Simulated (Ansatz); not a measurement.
`NB[SiH2][SeH]` and `NB[SiH2]O` differ in one element.

Ansatz, PBE0-D4/def2-TZVP geometries, multiplicity 1. Each molecule was computed in one conformer, which needn't be the lowest.

Scalar relativity is left out up to krypton.

| property | `NB[SiH2][SeH]` |
| --- | --- |
| HOMO–LUMO gap (ωB97M-V/def2-TZVPP) / eV | 9.68 |
| size of the dipole moment (ωB97M-V/def2-TZVPP) / D | 3.51 |
| HOMO–LUMO gap (B3LYP/def2-TZVPP) / eV | 5.27 |
| LUMO energy (B3LYP/def2-TZVPP) / eV | -1.16 |
| HOMO energy (PBE0/def2-TZVPP) / eV | -6.66 |
| HOMO–LUMO gap (PBE/def2-TZVPP) / eV | 3.67 |

Give the same properties after the change, and the shifts. (Best estimate.)

The calculation gave: 
| property | `NB[SiH2]O` | shift |
| --- | --- | --- |
| HOMO–LUMO gap (ωB97M-V/def2-TZVPP) / eV | 10.82 | 1.14 |
| size of the dipole moment (ωB97M-V/def2-TZVPP) / D | 2.73 | -0.78 |
| HOMO–LUMO gap (B3LYP/def2-TZVPP) / eV | 6.38 | 1.11 |
| LUMO energy (B3LYP/def2-TZVPP) / eV | -0.90 | 0.26 |
| HOMO energy (PBE0/def2-TZVPP) / eV | -7.46 | -0.80 |
| HOMO–LUMO gap (PBE/def2-TZVPP) / eV | 4.52 | 0.85 |

With PBE0 the HOMO falls by 0.80 eV and the LUMO rises by 0.29 eV, so the gap widens by about 1.09 eV. PBE moves the HOMO by -0.61 eV and ωB97M-V by -0.85 eV. Dipoles are sizes alone; their direction can turn.

B3LYP here is the variant with VWN-RPA as its local correlation; programs differ in this.

Spin–orbit coupling is left out; it splits and shifts lone-pair levels of the heavy atoms by tenths of an eV.
